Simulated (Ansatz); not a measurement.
C3H8Ge can be A, `C[CH]1[CH2][GeH2]1`, or B, `[CH3][GeH]1[CH2][CH2]1`.

Program: Ansatz. Geometries: PBE0-D4/def2-TZVP. ΔE: electronic, gas phase. CCSD(T)/CBS adds triple-zeta CCSD(T) − MP2 to the extrapolated MP2 energy (def2 sets, frozen cores). Functionals use def2-TZVPP. B3LYP here is the variant with VWN-RPA as its local correlation; programs differ in this. For Ge outer-core shells are correlated without core-valence functions, which leaves a few kJ/mol of doubt a bond. Scalar relativity is left out up to krypton.

A:

Z-matrix (Å, degrees):
```
C
C 1 1.505
H 1 1.092 2 111.6
H 1 1.094 2 111.4 3 120.3
H 1 1.097 2 110.8 3 -120.5
C 2 1.524 1 118.2 3 -166.3
Ge 2 1.950 1 121.5 3 -87.5
H 2 1.087 1 114.1 3 55.4
H 6 1.085 2 117.6 1 -134.4
H 6 1.086 2 116.2 1 4.5
H 7 1.523 2 120.0 1 148.1
H 7 1.524 2 118.1 1 -7.9
```

B:

Z-matrix (Å, degrees):
```
C
Ge 1 1.943
H 1 1.090 2 110.8
H 1 1.090 2 110.7 3 120.9
H 1 1.091 2 108.8 3 -119.5
C 2 1.941 1 119.2 3 146.3
C 2 1.941 1 119.2 3 92.5
H 2 1.528 1 117.8 3 -60.6
H 6 1.085 2 118.6 1 147.2
H 6 1.085 2 118.0 1 5.0
H 7 1.085 2 118.6 1 -147.2
H 7 1.085 2 118.0 1 -5.0
```

Problem. Which isomer does CCSD(T)/CBS put lower? Give the gap. (Estimate.)

Solution. Computed: B, by 25.8 kJ/mol.

Problem. Give E(B) − E(A) in kJ/mol with B2PLYP, B3LYP-D4, ωB97M-V, CCSD(T)/def2-TZVPP, PBE-D4, HF/def2-TZVPP, PBE0-D4. (Estimate.)

Solution. The calculation gave: B2PLYP -27.6, B3LYP-D4 -25.0, ωB97M-V -27.2, CCSD(T)/def2-TZVPP -27.9, PBE-D4 -24.3, HF/def2-TZVPP -27.5, PBE0-D4 -25.2. None reverses the order clearly.

Largest T1 diagnostic: 0.010.
